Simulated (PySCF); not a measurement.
**Sulfur: highly charged ions in a basis for the neutral atom**

S⁶⁺ [Ne], S⁷⁺ [He] 2s2 2p5. Computed with PySCF 2.14 in aug-cc-pV(D+d)Z, with the non-relativistic Hamiltonian (point nucleus). No spin-orbit coupling, so a gap to NIST mixes the basis error with missing relativistic terms.

Changed run: basis of the neutral atom used for a highly charged ion. This setting is unsound on purpose.

```
species  method  sound run (hartree)  changed run (hartree)  converged
    S⁶⁺     UHF              not run             -387.55415        yes
    S⁶⁺    BP86              not run             -387.97256        yes
    S⁶⁺    MN15              not run             -387.87181        yes
    S⁷⁺     UHF              not run             -377.19218        yes
    S⁷⁺    BP86              not run             -377.56184        yes
    S⁷⁺    MN15              not run             -377.42704        yes
```

Ionisation energy of S⁶⁺:

```
method  changed run (eV)  NIST (eV)
   UHF            281.96     280.95
  BP86            283.29     280.95
  MN15            284.22     280.95
```

The contracted functions were made for the neutral atom and can be too rigid for a highly charged ion.
